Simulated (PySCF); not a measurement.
**Tin: a sound run and one with changed settings**

Sound run: Sn [Kr] 4d10 5s2 5p2, Sn⁺ [Kr] 4d10 5s2 5p1. Computed with PySCF 2.14 in def2-SVP with the def2 core potential (28 electrons) (4s4p2d, 26 functions), with scalar relativity through the core potential. The sound run starts from symmetry-adapted Hartree-Fock orbitals and uses a fine grid where one is needed.

Changed run: basis STO-3G, all-electron and non-relativistic. This setting is unsound on purpose.

```
species  method  sound run (hartree)  changed run (hartree)  converged
     Sn     UHF           -213.33613            -5963.20613        yes
     Sn    BP86           -214.36448            -5965.59518        yes
     Sn    TPSS           -214.15705            -5964.90003        yes
    Sn⁺     UHF           -213.08429            -5963.08043        yes
    Sn⁺    BP86           -214.09323            -5965.43769        yes
    Sn⁺    TPSS           -213.89065            -5964.74444        yes
```

Ionisation energy of Sn:

```tsv
method	sound run (eV)	changed run (eV)
UHF	6.853	3.421
BP86	7.381	4.286
TPSS	7.249	4.234
```

A minimal basis cannot let orbitals breathe on ionisation and holds almost no correlation. The Hamiltonian changed with the basis, so the totals do not compare.

For comparison, NIST gives 7.344 eV between the lowest levels.
